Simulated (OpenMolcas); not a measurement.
Levels of neutral tungsten by method

```yaml
Program: OpenMolcas 26.06
Basis: ANO-R3 [9s7p6d4f3g2h]
Scalar_Hamiltonian: X2C, finite nucleus
Active_space: 6 electrons in 6 orbitals (5d 6s)
State_averaging: 2S+1 = 7 even, 1 root; 2S+1 = 5 even, 5 roots; 2S+1 = 3 even, 3 roots (0 in the spin-orbit step)
Spin-orbit_coupling: state interaction with AMFI integrals over the reference wave functions, term energies averaged over their components
```

Methods on the same reference wave functions:
A. CASSCF
B. SS-CASPT2, IPEA 0.25 Eh, imaginary shift 0.1 Eh (closed shells correlated: 5s 5p)

Energies in cm⁻¹ above 5d⁴ 6s² ⁵D₀, the measured ground level; measured values from NIST Handbook of Basic Atomic Spectroscopic Data.

```
      Level      A      B  Measured
 5d⁵ 6s ⁷S₃  -5480  -29.6      2951
5d⁴ 6s² ⁵D₀    0.0    0.0       0.0
5d⁴ 6s² ⁵D₁    512    512      1670
5d⁴ 6s² ⁵D₂   1536   1536      3326
5d⁴ 6s² ⁵D₃   3072   3070      4830
5d⁴ 6s² ⁵D₄   5120   5120      6219
```

A puts 5d⁵ 6s ⁷S₃ lowest. B puts 5d⁵ 6s ⁷S₃ lowest.

Deviations, from unrounded energies. A percentage is the sum of absolute deviations over the sum of measured energies, with the sign that they share, or ± where signs differ.

| Against measurement | Levels | A | B |
| --- | --- | --- | --- |
| mean absolute deviation (cm-1) | 5 | 2800 | 1800 |
| fine structure of the ground term (%) | 4 | -36.2 | -36.2 |
| other configurations (%) | 1 | -285.7 | -101.0 |

B lies closest to measurement on these levels. The largest miss of B in the table is 5d⁵ 6s ⁷S₃, by -3000 cm-1. The ranking rests on the paired levels alone, and a cruder setting can come out closer through cancelling errors.

The lowest spin-free term lies below A's lowest term by 0.375 hartree in B.

CASPT2 does not keep the components of a term degenerate, so their means are used; among the terms shown or strongly mixed into the levels shown the widest spread is 95 cm-1 (5d⁴ 6s² ⁵D, B). Some high roots are left out of the spin-orbit mixing, which shifts the levels that they would mix with. The lowest computed level is not the ground level that NIST lists (5D0). A single d shell beside an s shell can misplace configurations of different d count against each other. Without dynamic correlation excited terms often stand tens of per cent too high (terms of higher spin than the ground term too low), and those without a measured partner can miss by more than the paired ones (holds for A). Computed and measured levels are paired by configuration, term and J; levels that our copy of the source lacks, or whose pairing is in doubt (as where it misses far off the trend of its configuration), stay unpaired and out of the deviations. Levels of configurations outside the active space are missing.
